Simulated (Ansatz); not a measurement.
`O=C=[N][GeH]([F])[Cl]`, relaxed with RKS PBE0-D4/def2-TZVP in Ansatz 0.2.0 from a PBE-D4/def2-SVP geometry. The force threshold is 0.005 eV/Å; the program also tests the step.

Total charge 0; spin multiplicity 1.

Start:

```xyz
7

O     2.779   -0.323    1.053
C     1.812   -0.005    0.462
N     0.865    0.381   -0.208
Ge   -0.928    0.137   -0.394
F    -1.708    1.154    0.792
Cl   -1.434   -1.899    0.091
H    -1.385    0.556   -1.796
```

(1) How much energy does the relaxation release, and in how many steps? (Best estimate.)

(2) Which bonds change most? (Estimate.)

(3) Give the relaxed structure. (Estimate.)

Answers

(1) Ansatz gave: 0.06 eV, in 7 steps.

(2) Computed: Ge4–Cl6 from 2.154 to 2.123 Å; Ge4–F5 from 1.746 to 1.720 Å; O1–C2 from 1.177 to 1.159 Å; C2–N3 from 1.223 to 1.206 Å.

(3) The calculation gave: 
```xyz
7

O     2.695   -0.328    1.077
C     1.777    0.001    0.450
N     0.876    0.391   -0.251
Ge   -0.903    0.135   -0.395
F    -1.646    1.127    0.799
Cl   -1.399   -1.871    0.091
H    -1.401    0.545   -1.771
```
